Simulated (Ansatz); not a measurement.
Frontier orbitals of C$_{7}$H$_{12}$O$_{3}$, SMILES `COC(=O)CC(=O)C(C)C`.

The species carries charge 0 and has multiplicity 1. The geometry is a stationary point of PBE0-D4/def2-TZVP. It is one conformer, not always the lowest. Basis def2-TZVPP, the Gaussian-basis code of Ansatz.

Orbital energies of one run (eV). Highest occupied ones, from the top: -9.75, -10.76, -11.51, -12.14, -12.22, -12.85, -12.88, -13.15, -13.59, -13.71, -13.90, -14.59, -14.89, -15.07. Empty: 1.52, 2.65, 2.98, 3.56, 3.88, 4.24.

**Question.** Which functional gave them?
A. HSE06 (plane-wave form)
B. r2SCAN
C. r2SCAN0
D. ωB97X-V

**Answer.** D. HOMO energies: ωB97X-V -9.75, r2SCAN0 -7.54, HSE06 -6.92, r2SCAN -6.06 eV.
